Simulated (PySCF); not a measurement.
# Ionisation energy of In(35+) by level of theory

In(35+) [Ne] 3s2 3p2 [3p1/2^2, M_J = 0] → In(36+) [Ne] 3s2 3p1 [3p1/2^1, M_J = 1/2], as a difference of total energies. Computed with PySCF 2.14 in an even-tempered Gaussian basis (19 s from 6.6 bohr⁻², ratio 2.4; 14 p from 8.6 bohr⁻², ratio 2.4; 4 d from 31 bohr⁻², ratio 2.6; 4 f from 46 bohr⁻², ratio 2.6), with the two-component X2C-1e Hamiltonian. Correlated levels: 1s2 frozen; the 56 highest virtual spinors dropped. "Screened" scales the spin-orbit matrix elements by Boettger's factors to mimic the two-electron term; Breit and QED terms are absent.

| method | ionisation energy (eV) |
| --- | --- |
| GHF (spin-free) | 2286.5 |
| GMP2 (spin-free) | 2287.2 |
| GHF (screened spin-orbit) | 2313.9 |
| GMP2 (screened spin-orbit) | 2315.7 |

Breit and QED terms and the two-electron picture change are absent.

The spin-free rows relax to the high-spin LS determinant and lack the spin-orbit shift.

The labels give the starting determinants; with spin-orbit coupling the two ends relaxed to ⟨J²⟩ = 0.00, ⟨L²⟩ = 1.34, ⟨S²⟩ = 1.34 and ⟨J²⟩ = 0.75, ⟨L²⟩ = 2.01, ⟨S²⟩ = 0.76.

For comparison: 2317 ± 5 eV (semi-empirical (NIST evaluation); NIST Atomic Spectra Database, ionization energies).
